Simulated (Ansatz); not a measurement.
Cost and result for the atomization energy of C₂H₃ClGe, SMILES `C#[C][GeH2][Cl]` (7 atoms, 6 bonds).

Charge 0, multiplicity 1. Correlated methods include outer-core shells of Ge, which these sets cover unevenly. Scalar relativity is left out up to krypton. The geometry is a stationary point of PBE0-D4/def2-TZVP. Program: Ansatz. All runs use 2 threads of a server CPU on a shared host. Times are those of one run each, without the atoms' runs, and a repeat can differ threefold. Electronic energies, without spin–orbit coupling; frozen cores. CCSD(T)/CBS adds CCSD(T) − MP2 in def2-TZVPP to the MP2 limit, and its time is that of the two runs behind it. T1 = 0.011. With those shells the extrapolation isn't a true limit. B3LYP takes the VWN-RPA correlation (the form of Gaussian; ORCA's B3LYP/G). HSE06 is the plane-wave form, built on full-range PBE exchange.

CCSD(T)/CBS is a level of theory with its own doubt, some kJ/mol a heavy atom from the limit and from the frozen cores, so smaller differences don't rank the functionals.

```json
{"level": "PBE-D4/def2-TZVPP (with forces)", "functions": "194", "wall time": "1.1 s", "atomization (kcal/mol)": "612.0", "difference from CCSD(T)/CBS": "10.4", "per bond": "1.7"}
{"level": "HSE06-D4/def2-TZVPP", "functions": "194", "wall time": "1.6 s", "atomization (kcal/mol)": "601.0", "difference from CCSD(T)/CBS": "-0.6", "per bond": "-0.1"}
{"level": "CAM-B3LYP-D4/def2-TZVPP", "functions": "194", "wall time": "1.6 s", "atomization (kcal/mol)": "597.3", "difference from CCSD(T)/CBS": "-4.3", "per bond": "-0.7"}
{"level": "r2SCAN-D4/def2-TZVPP (with forces)", "functions": "194", "wall time": "1.9 s", "atomization (kcal/mol)": "602.0", "difference from CCSD(T)/CBS": "0.4", "per bond": "0.1"}
{"level": "B3LYP-D4/def2-TZVPP (with forces)", "functions": "194", "wall time": "2 s", "atomization (kcal/mol)": "595.4", "difference from CCSD(T)/CBS": "-6.2", "per bond": "-1.0"}
{"level": "CCSD(T)/def2-SVP", "functions": "93", "wall time": "2 s", "atomization (kcal/mol)": "566.9", "difference from CCSD(T)/CBS": "-34.7", "per bond": "-5.8"}
{"level": "B2PLYP/def2-TZVPP", "functions": "194", "wall time": "2.4 s", "atomization (kcal/mol)": "594.2", "difference from CCSD(T)/CBS": "-7.4", "per bond": "-1.2"}
{"level": "PBE-QIDH/def2-TZVPP", "functions": "194", "wall time": "2.4 s", "atomization (kcal/mol)": "600.1", "difference from CCSD(T)/CBS": "-1.5", "per bond": "-0.2"}
{"level": "ωB97X-V/def2-TZVPP", "functions": "194", "wall time": "3.3 s", "atomization (kcal/mol)": "600.8", "difference from CCSD(T)/CBS": "-0.8", "per bond": "-0.1"}
{"level": "ωB97M-V/def2-TZVPP (with forces)", "functions": "194", "wall time": "4.5 s", "atomization (kcal/mol)": "599.3", "difference from CCSD(T)/CBS": "-2.3", "per bond": "-0.4"}
{"level": "MP2/def2-QZVPP", "functions": "363", "wall time": "8.5 s", "atomization (kcal/mol)": "610.6", "difference from CCSD(T)/CBS": "9.0", "per bond": "1.5"}
{"level": "CCSD(T)/def2-TZVPP", "functions": "194", "wall time": "28 s", "atomization (kcal/mol)": "588.2", "difference from CCSD(T)/CBS": "-13.4", "per bond": "-2.2"}
{"level": "CCSD(T)/CBS(def2)", "functions": "–", "wall time": "37 s", "atomization (kcal/mol)": "601.6", "difference from CCSD(T)/CBS": "0.0", "per bond": "0.0"}
```

Leaving LDA and LC-ωPBE aside and taking each functional with its dispersion term where it has one, the values, not all of them listed here, spread over 33.7 kcal/mol, from BHLYP-D4 to PBE-D4. LDA lies +78.7 kcal/mol from PBE without D4, its usual overbinding. In def2-TZVPP, CCSD(T) changes the Hartree–Fock value by +153.6 kcal/mol (the triples alone add +12.0 kcal/mol) and MP2 by +168.3 kcal/mol; breaking electron pairs costs correlation energy, which Hartree–Fock lacks. At CCSD(T), def2-SVP lies −34.7 kcal/mol from the extrapolated value and def2-TZVPP −13.3 kcal/mol: correlation converges slowly with the basis, and small sets miss more of it in the bonded molecule than in its fragments.
